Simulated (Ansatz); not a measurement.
Ansatz (a program for electronic structure) input (CCSD(T)/def2-SVPD):

Ansatz 0.2 input:
```yaml
crystal:
  periodic: [false, false, false]
  atoms:
    - {symbol: Zn, position_ang: [-0.00000000, -0.00000000, -0.79086917]}
    - {symbol: Cl, position_ang: [0.00000000, 0.00000000, 1.39565148]}
basis:
  gaussian:
    orbitals: def2-SVPD
magnetization: {spin_polarized: true, initial_magnetization: 1}
correlation: {method: ccsd_t, electrons: outside_noble_gas}
output: {forces: true}
```

End of the output:

```
integrals: 0.05 GiB planned
560 factors; integrals over basis functions are off by at most 8.6e-4 eV
mean field: 0.21 GiB planned
mean field evaluation 1: about -60869.8213 eV, gradient 1.1e1 eV
mean field evaluation 2: about -60869.8593 eV, gradient 1.1e1 eV
mean field evaluation 4: about -60870.9274 eV, gradient 1.8e0 eV
mean field evaluation 8: about -60871.0037 eV, gradient 1.6e-1 eV
mean field evaluation 16: about -60871.0044 eV, gradient 1.9e-6 eV
mean field evaluation 32: about -60866.8462 eV, gradient 2.4e-1 eV
mean field evaluation 64: about -60866.8506 eV, gradient 3.1e-2 eV
mean field -60871.00444800 eV, -2236.9681536155 hartree, gradient 1.9e-6 eV, S^2 0.753365; 0 other end points of the search recorded, 0 dependent functions left out
14 core orbitals not correlated
reference -60871.00444800 eV, -2236.9681536155 hartree; 10, 9 occupied and 37, 38 virtual orbitals, 560 factors
densities: 0.21 GiB planned
second order -11.64379767 eV of doubles, -0.00000000 eV of singles
coupled cluster: 0.17 GiB planned
cycle   1  -11.10388570 eV  change    5.4e-1 eV  update   8.0e-2
cycle   2  -11.37786162 eV  change   -2.7e-1 eV  update   2.9e-2
cycle   3  -11.42423507 eV  change   -4.6e-2 eV  update   1.4e-2
cycle   4  -11.42005273 eV  change    4.2e-3 eV  update   5.1e-3
cycle   5  -11.41801876 eV  change    2.0e-3 eV  update   2.5e-3
cycle   6  -11.41884050 eV  change   -8.2e-4 eV  update   9.0e-4
cycle   7  -11.41907482 eV  change   -2.3e-4 eV  update   3.5e-4
cycle   8  -11.41913096 eV  change   -5.6e-5 eV  update   1.4e-4
cycle   9  -11.41915184 eV  change   -2.1e-5 eV  update   4.7e-5
cycle  10  -11.41913587 eV  change    1.6e-5 eV  update   1.7e-5
cycle  11  -11.41913648 eV  change   -6.1e-7 eV  update   6.2e-6
cycle  12  -11.41913769 eV  change   -1.2e-6 eV  update   2.4e-6
cycle  13  -11.41913855 eV  change   -8.6e-7 eV  update   9.5e-7
perturbative correction -0.32031039 eV, -0.0117711898 hartree
the calculation of the forces begins
Total energy: -60882.74389695 eV, -2237.3995704068 hartree
Atom 0 at    -0.000000    -0.000000    -0.790869 Å, force    -0.000000    -0.000000    -0.148648 eV/Å
Atom 1 at     0.000000     0.000000     1.395651 Å, force     0.000000     0.000000     0.148648 eV/Å
Dipole moment:     0.000000    -0.000000    -0.654468 e Å
```

The spin state was set by rule; other spins were not relaxed.
